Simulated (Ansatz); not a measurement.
H7Ge3 (SMILES [GeH2][GeH2][GeH3]), doublet, geometry from GFN2-xTB; HF/STO-3G (Ansatz, a first-principles code).

The Ansatz input:
Ansatz 0.2 input:
```yaml
crystal:
  periodic: [false, false, false]
  atoms:
    - {symbol: Ge, position_ang: [2.13903938, 0.20733498, -0.26319809]}
    - {symbol: Ge, position_ang: [-0.03611317, -0.83982798, 0.16501999]}
    - {symbol: Ge, position_ang: [-1.98275419, 0.57966115, 0.09606902]}
    - {symbol: H, position_ang: [1.84262237, 1.02420873, -1.57002114]}
    - {symbol: H, position_ang: [2.07065990, 1.46618144, 0.67148073]}
    - {symbol: H, position_ang: [-0.30453460, -2.01804050, -0.77225778]}
    - {symbol: H, position_ang: [-0.06745565, -1.58036333, 1.50261258]}
    - {symbol: H, position_ang: [-3.27104294, -0.15536264, 0.36117884]}
    - {symbol: H, position_ang: [-2.17490700, 1.26059438, -1.22995204]}
    - {symbol: H, position_ang: [-1.94084666, 1.69340064, 1.10444934]}
basis:
  gaussian:
    orbitals: STO-3G
hamiltonian:
  xc: hf
magnetization: {spin_polarized: true, initial_magnetization: 1}
```

What the program printed (banner, timings and long lists left out):

```
Functional definition: HF
637 factors; integrals over basis functions are off by at most 3.2e-5 eV
mean field evaluation 1: about -167603.6262 eV, gradient 7.7e0 eV
mean field evaluation 2: about -167603.6302 eV, gradient 7.6e0 eV
mean field evaluation 4: about -167604.5644 eV, gradient 7.1e-1 eV
mean field evaluation 8: about -167604.5842 eV, gradient 4.1e-3 eV
mean field -167604.58416823 eV, -6159.3548617150 hartree, gradient 2.3e-5 eV, S^2 0.752942; 0 other end points of the search recorded, 0 dependent functions left out
reference -167604.58416823 eV, -6159.3548617150 hartree; 52, 51 occupied and 9, 10 virtual orbitals, 637 factors
Total energy: -167604.58416823 eV, -6159.3548617150 hartree
```
